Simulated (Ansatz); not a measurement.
Relaxation of BGeH₇OSi (11 atoms, charge 0, multiplicity 1), to a largest force component of 0.02 eV/Å in at most 50 steps.

All numbers below come from RKS PBE-D4/def2-SVP (Ansatz 0.2.0).

```xyz
11
Properties=species:S:1:pos:R:3
O -0.418 1.942 -0.478
Si 0.620 1.331 0.663
B 0.605 -0.602 0.526
Ge -0.459 -1.531 -0.813
H -1.364 1.735 -0.171
H 0.206 1.749 2.015
H 2.003 1.847 0.404
H 1.371 -1.217 1.250
H -0.542 -0.823 0.594
H -0.147 -1.067 -2.211
H -0.339 -3.073 -0.674
```

Where does it end, and by what steps?

The forces met the threshold. After 11 steps the energy has fallen by 2.399 eV; H10 moved furthest, 0.89 Å.

| step | energy less start (eV) | largest force component (eV/Å) | accepted |
| --- | --- | --- | --- |
| 0 | 0.0000 | 4.674 | yes |
| 1 | -1.2494 | 2.447 | yes |
| 2 | -1.9454 | 1.265 | yes |
| 3 | -2.2389 | 0.807 | yes |
| 4 | -2.3396 | 0.395 | yes |
| 5 | -2.3725 | 0.172 | yes |
| 6 | -2.3903 | 0.129 | yes |
| 7 | -2.3955 | 0.076 | yes |
| 8 | -2.3976 | 0.066 | yes |
| 9 | -2.3987 | 0.039 | yes |
| 10 | -2.3989 | 0.026 | yes |
| 11 | -2.3990 | 0.013 | yes |

```xyz
11
Properties=species:S:1:pos:R:3
O -0.287 1.957 -0.604
Si 0.644 1.350 0.687
B 0.631 -0.658 0.724
Ge 0.064 -1.572 -0.929
H -1.247 1.878 -0.464
H 0.168 1.953 1.994
H 2.032 1.874 0.432
H 1.270 -1.348 1.495
H -0.647 -1.078 0.730
H -0.972 -0.940 -1.911
H -0.120 -3.123 -1.050
```

Run time: 32 s on 2 threads of Arm Neoverse V1, on a shared host, peak memory 0.15 GiB.
